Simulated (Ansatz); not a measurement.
Heat of formation of CHBrCl2 (bromodichloromethane) from total energies

CHBrCl2 has 5 atoms, charge 0, and is taken as a singlet. SMILES: `ClC(Cl)Br`. The shape is that of a PBE0-D4/def2-TZVP optimisation.

Total energies at HF/3-21G (Ansatz 0.2.0); the atoms run unrestricted:

| species | state | energy (Eh) |
| --- | --- | --- |
| CHBrCl2 | singlet | -3512.834252 |
| Cl | doublet | -457.276552 |
| C | triplet | -37.481070 |
| Br | doublet | -2560.035232 |
| H | doublet | -0.496199 |

Harmonic wavenumbers at PBE0-D4/def2-TZVP, in cm⁻¹: 214, 222, 334, 615, 741, 784, 1195, 1235, 3185.

Measured heats of formation of the gaseous atoms at 298.15 K, in kJ/mol: Cl 121.3, C 716.9, Br 111.9, H 218.0. Spin-orbit lowering of the atoms at 298 K (mean of the ground term's levels less their thermal mean, from spectra), in kJ/mol: Cl 3.44, C 0.02, Br 14.69. Take 1 Eh = 2625.50 kJ/mol, 1 cm⁻¹ = 0.0119627 kJ/mol, RT = 2.479 kJ/mol.

Task: Work out the heat of formation of the gas at 298 K.

Result: 
1. Electronic atomisation energy: 2 × (-457.276552) + (-37.481070) + (-2560.035232) + (-0.496199) − (-3512.834252) = 0.268647 Eh = 705.3 kJ/mol.
2. Zero-point energy: half the sum of the wavenumbers, 4262.5 cm⁻¹ = 51.0 kJ/mol.
3. Thermal vibrational enthalpy, Σ hcν̃/(exp(hcν̃/kT) − 1): 4.8 kJ/mol. Translation, rotation and pV of a non-linear molecule: 4 RT = 9.9 kJ/mol.
4. The 5 free atoms carry 5/2 RT each: 31.0 kJ/mol.
5. Spin-orbit coupling lowers the free atoms by 2 × 3.44 + 0.02 + 14.69 = 21.6 kJ/mol.
6. Atomisation enthalpy at 298 K: 705.3 − 21.6 − 51.0 − 4.8 − 9.9 + 31.0 = 649.0 kJ/mol.
7. Sum of the atoms' heats of formation: 1289.4 kJ/mol. Heat of formation: 1289.4 − 649.0 = +640.4 kJ/mol.

The tabulated value is -51.5 kJ/mol (Active Thermochemical Tables), so this level is off by +691.9 kJ/mol, or 51.6 % of the atomisation enthalpy. Hartree–Fock leaves out correlation, which is larger in the molecule than in the atoms, so it underbinds and puts the heat of formation too high. Relativity is left out. A basis without polarisation functions underbinds badly. Anharmonicity and any spin-orbit splitting of the molecule are left out.
